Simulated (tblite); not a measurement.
Species: C8H8F2.
Numbering: `[CH:1]#[C:2][C@H:3]([CH3:4])[C:5](=[CH2:6])[CH:7]=[C:8]([F:9])[F:10]` (hydrogens: H11 on C1; H12 on C3; H13, H14, H15 on C4; H16, H17 on C6; H18 on C7)

Computed with GFN2-xTB (tblite), gas phase: L-BFGS steps from a force-field or distance-geometry start until the largest atomic force falls under 0.01 eV/Å.

Step 37: E = -831.3461 eV
```
atom  x, y, z in Å  |  force x, y, z in eV/Å
C1      1.6798   -0.1123   -2.7153    0.015  -0.031  -0.006
C2      1.0357    0.1229   -1.7349    0.003   0.011   0.031
C3      0.3226    0.4653   -0.5163   -0.013   0.001  -0.012
C4      1.3449    0.8652    0.5748   -0.020   0.008  -0.053
C5     -0.5698   -0.6580   -0.0279   -0.015   0.037  -0.036
C6     -0.5504   -1.8773   -0.5647    0.008   0.008   0.000
C7     -1.4666   -0.3690    1.0819    0.003   0.018   0.023
C8     -1.6923    0.7887    1.6879   -0.007  -0.060  -0.033
F9     -2.5273    0.9050    2.7208   -0.031   0.033  -0.015
F10    -1.1832    1.9833    1.4127   -0.027   0.007   0.016
H11     2.2387   -0.3366   -3.5742   -0.022   0.008  -0.021
H12    -0.3202    1.3216   -0.7585    0.021   0.007   0.088
H13     1.4091    1.9469    0.6564    0.042  -0.022   0.004
H14     1.0559    0.4604    1.5435    0.049   0.039  -0.056
H15     2.3296    0.4789    0.3192   -0.035  -0.022   0.050
H16    -1.1817   -2.6720   -0.2048   -0.007   0.029   0.010
H17     0.0978   -2.1073   -1.3919    0.006  -0.018   0.022
H18    -2.0314   -1.1993    1.4796    0.030  -0.053  -0.011
```

Step 38: E = -831.3472 eV
```
atom  x, y, z in Å  |  force x, y, z in eV/Å
C1      1.6784   -0.1116   -2.7155    0.021  -0.028  -0.020
C2      1.0358    0.1243   -1.7347   -0.016   0.018   0.035
C3      0.3236    0.4655   -0.5163   -0.035  -0.014   0.024
C4      1.3470    0.8628    0.5737   -0.006   0.012  -0.031
C5     -0.5690   -0.6580   -0.0282   -0.039   0.036   0.000
C6     -0.5491   -1.8777   -0.5641    0.006   0.013  -0.002
C7     -1.4659   -0.3677    1.0827   -0.015   0.028   0.027
C8     -1.6964    0.7907    1.6872    0.005  -0.090  -0.053
F9     -2.5319    0.9036    2.7211   -0.003   0.045  -0.047
F10    -1.1912    1.9870    1.4086   -0.042  -0.020   0.035
H11     2.2354   -0.3334   -3.5754   -0.006  -0.001  -0.041
H12    -0.3207    1.3218   -0.7541    0.030   0.008   0.076
H13     1.4148    1.9441    0.6522    0.050  -0.007   0.006
H14     1.0609    0.4621    1.5445    0.016   0.035  -0.049
H15     2.3300    0.4715    0.3212   -0.020  -0.019   0.027
H16    -1.1820   -2.6731   -0.2074    0.003   0.041   0.014
H17     0.1015   -2.1069   -1.3897    0.001  -0.020   0.021
H18    -2.0300   -1.1987    1.4825    0.049  -0.036  -0.022
```

Step 39: E = -831.3484 eV
```
atom  x, y, z in Å  |  force x, y, z in eV/Å
C1      1.6768   -0.1093   -2.7163    0.011  -0.017  -0.012
C2      1.0355    0.1265   -1.7346   -0.020   0.017   0.005
C3      0.3239    0.4650   -0.5159   -0.041  -0.020   0.050
C4      1.3488    0.8592    0.5722    0.018   0.015   0.002
C5     -0.5688   -0.6581   -0.0286   -0.051   0.023   0.036
C6     -0.5474   -1.8786   -0.5626    0.001   0.016  -0.003
C7     -1.4649   -0.3667    1.0837   -0.032   0.021   0.020
C8     -1.7006    0.7928    1.6848    0.009  -0.083  -0.053
F9     -2.5359    0.9048    2.7198    0.018   0.043  -0.071
F10    -1.2011    1.9913    1.4016   -0.049  -0.049   0.045
H11     2.2315   -0.3262   -3.5785    0.003  -0.009  -0.047
H12    -0.3210    1.3221   -0.7470    0.032   0.016   0.052
H13     1.4223    1.9396    0.6478    0.056   0.015   0.003
H14     1.0654    0.4639    1.5452   -0.028   0.025  -0.025
H15     2.3296    0.4606    0.3250    0.003  -0.018  -0.007
H16    -1.1821   -2.6741   -0.2086    0.010   0.048   0.019
H17     0.1058   -2.1077   -1.3862   -0.002  -0.021   0.016
H18    -2.0267   -1.1987    1.4866    0.063  -0.021  -0.029
```

Step 40: E = -831.3499 eV
```
atom  x, y, z in Å  |  force x, y, z in eV/Å
C1      1.6749   -0.1067   -2.7171    0.010  -0.008  -0.023
C2      1.0349    0.1300   -1.7348   -0.039   0.013  -0.003
C3      0.3239    0.4640   -0.5147   -0.023  -0.014   0.055
C4      1.3513    0.8547    0.5706    0.040   0.016   0.035
C5     -0.5693   -0.6581   -0.0286   -0.040   0.004   0.055
C6     -0.5453   -1.8794   -0.5607   -0.006   0.020  -0.003
C7     -1.4640   -0.3658    1.0848   -0.040  -0.008  -0.006
C8     -1.7055    0.7943    1.6811   -0.001  -0.043  -0.031
F9     -2.5403    0.9074    2.7167    0.018   0.028  -0.071
F10    -1.2142    1.9953    1.3940   -0.033  -0.055   0.034
H11     2.2267   -0.3173   -3.5829    0.004  -0.014  -0.038
H12    -0.3208    1.3226   -0.7377    0.027   0.028   0.022
H13     1.4324    1.9343    0.6423    0.063   0.037  -0.003
H14     1.0700    0.4664    1.5458   -0.075   0.012   0.011
H15     2.3290    0.4471    0.3294    0.027  -0.018  -0.044
H16    -1.1821   -2.6743   -0.2095    0.012   0.043   0.025
H17     0.1110   -2.1090   -1.3816   -0.005  -0.020   0.009
H18    -2.0213   -1.1991    1.4912    0.060  -0.022  -0.026
```

Task: Estimate the geometry and energy of step 41. (The exact step hangs on the optimiser's Hessian estimate; all steps are aligned on step 40, rigid shifts and turns removed.)

Result: E = -831.3513 eV, largest force 0.110 eV/Å
```
atom  x, y, z in Å  |  force x, y, z in eV/Å
C1      1.6727   -0.0998   -2.7196   -0.027   0.014   0.019
C2      1.0330    0.1341   -1.7354   -0.018  -0.007  -0.063
C3      0.3231    0.4615   -0.5122    0.013   0.008   0.038
C4      1.3541    0.8476    0.5705    0.057   0.013   0.055
C5     -0.5707   -0.6592   -0.0274   -0.004  -0.011   0.047
C6     -0.5428   -1.8812   -0.5574   -0.013   0.016  -0.003
C7     -1.4636   -0.3652    1.0862   -0.043  -0.033  -0.026
C8     -1.7107    0.7969    1.6745   -0.013   0.011  -0.004
F9     -2.5430    0.9143    2.7110    0.001   0.005  -0.053
F10    -1.2297    2.0003    1.3797   -0.011  -0.059   0.014
H11     2.2217   -0.3008   -3.5904   -0.010  -0.014  -0.005
H12    -0.3202    1.3227   -0.7265    0.022   0.035  -0.003
H13     1.4455    1.9266    0.6365    0.070   0.040  -0.008
H14     1.0711    0.4678    1.5477   -0.103   0.009   0.037
H15     2.3279    0.4275    0.3352    0.033  -0.011  -0.066
H16    -1.1807   -2.6754   -0.2080    0.008   0.030   0.031
H17     0.1170   -2.1115   -1.3752   -0.009  -0.015   0.004
H18    -2.0133   -1.1997    1.4992    0.045  -0.029  -0.016
```

The energy changes by -0.0014 eV. The first-order estimate −F·Δx gives -0.0020 eV and the mean of the old and new forces, exact on a quadratic surface, -0.0014 eV. The step makes an angle of 80° with the force vector and moves no atom by more than 0.022 Å.

What follows is the cost of the whole relaxation. Time: 1.3 s wall. Hardware: an Arm Neoverse N1 with one thread (shared host).
